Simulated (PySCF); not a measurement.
Compound: C₁₀H₇ (doublet state).
SMILES with atom numbers: `[CH:1]#[C:2][c:3]1[cH:4][cH:5][c:6][cH:7][c:8]1[CH:9]=[CH2:10]` (hydrogens: H11 on C1; H12 on C4; H13 on C5; H14 on C7; H15 on C9; H16, H17 on C10)

The calculation used PBE0-D3(BJ)/def2-SVP geometry optimisation, gas phase in PySCF 2.14.0.

Question: List the bond lengths, angles and torsions at this level.

Answer: 
```
   bond  length (Å)
  C1≡C2       1.214
  C2–C3       1.430
  C3–C4       1.408
  C4–C5       1.394
  C5–C6       1.379
  C6–C7       1.369
  C7–C8       1.410
  C8–C9       1.466
 C9=C10       1.339
  C3–C8       1.420
 C1–H11       1.074
 C4–H12       1.092
 C5–H13       1.093
 C7–H14       1.093
 C9–H15       1.094
C10–H16       1.093
C10–H17       1.092
```

A selection of angles:
```
      angle  degrees
  C2–C1–H11    179.8
   C1–C2–C3    178.4
   C2–C3–C4    118.2
   C2–C3–C8    121.1
   C4–C3–C8    120.7
   C3–C4–C5    121.1
  C3–C4–H12    118.7
  C5–C4–H12    120.2
   C4–C5–C6    115.9
  C4–C5–H13    121.2
  C6–C5–H13    122.9
   C5–C6–C7    126.1
   C6–C7–C8    118.3
  C6–C7–H14    121.5
  C8–C7–H14    120.3
   C7–C8–C9    122.1
   C3–C8–C7    117.9
   C3–C8–C9    120.0
  C8–C9–C10    126.6
  C8–C9–H15    114.8
 C10–C9–H15    118.6
 C9–C10–H16    123.0
 C9–C10–H17    120.5
H16–C10–H17    116.5
```

Dihedral angles: C7–C8–C9–C10 0° (synperiplanar).

C5 (carbon bonded to 2 C and H) is planar (angles 122.9°, 121.2° and 115.9°, sum 360.0°, 0.00 Å off the plane of its three neighbours). C10 (carbon bonded to C and 2 H) is planar (angles 123.0°, 120.5° and 116.5°, sum 360.0°, 0.00 Å off the plane of its three neighbours). C8 (carbon bonded to 3 C) is planar (angles 122.1°, 120.0° and 117.9°, sum 360.0°, 0.00 Å off the plane of its three neighbours). C4 (carbon bonded to 2 C and H) is planar (angles 121.1°, 120.2° and 118.7°, sum 360.0°, 0.00 Å off the plane of its three neighbours). The 6-membered ring C3–C4–C5–C6–C7–C8 has internal angles of 115.9° to 126.1° (sum 720°, against 720° for a flat polygon); it is planar, 0.00 Å rms from its mean plane, widest ring torsion 0°. The 10 heavy atoms lie in one plane (0.002 Å rms). C3 (carbon bonded to 3 C) is planar (angles 121.1°, 120.7° and 118.2°, sum 360.0°, 0.00 Å off the plane of its three neighbours).

Point group: Cs (tolerance 0.08 Å). Not checked by PBE0-D3(BJ)/def2-SVP frequencies. ⟨S²⟩ = 0.763 (exact for a doublet: 0.75).

One conformer stands for the species.
